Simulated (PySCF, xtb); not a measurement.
C3H9NSe, SMILES CC(C)[Se]N.

GFN2-xTB (xtb) at its own geometry gives an orbital gap of 4.06 eV and a dipole moment of 3.40 D.

Geometry optimised at PBE0-D3(BJ)/def2-SVP. One conformer was computed; it need not be the lowest.

Q: What does M06-2X/def2-TZVP (PySCF) give? (Estimate from the structure and the level; the computed values follow.)

A: gap 8.20 eV (levels -7.37 and 0.83 eV), dipole 2.56 D.
